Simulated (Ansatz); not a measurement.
Cartesian coordinates in Å:
```
B -1.567 0.334 -1.105
Si -0.246 -0.382 0.234
C 1.185 0.764 0.547
O 0.230 -1.843 -0.348
F -0.930 -0.622 1.672
H -2.668 0.687 -0.804
H -1.247 0.453 -2.252
H 1.747 0.947 -0.372
H 0.843 1.726 0.938
H 1.868 0.332 1.286
H 0.785 -2.397 0.203
```

The species carries charge 0 and has multiplicity 1.

Problem. List the CAM-B3LYP/def2-TZVPP orbital energies in eV (the Gaussian-basis code of Ansatz). (Best estimate.)

Solution. Computed: Occupied: -1801.72, -672.98, -522.59, -278.42, -186.07, -146.13, -101.52, -101.46, -101.41, -34.11, -29.68, -21.46, -17.63, -15.75, -15.54, -13.91, -13.89, -13.16, -12.99, -12.47, -11.63, -11.33, -11.09, -9.44. Lowest empty: -1.34, 1.46, 2.42, 2.80, 2.99, 3.60, 3.69, 4.02.
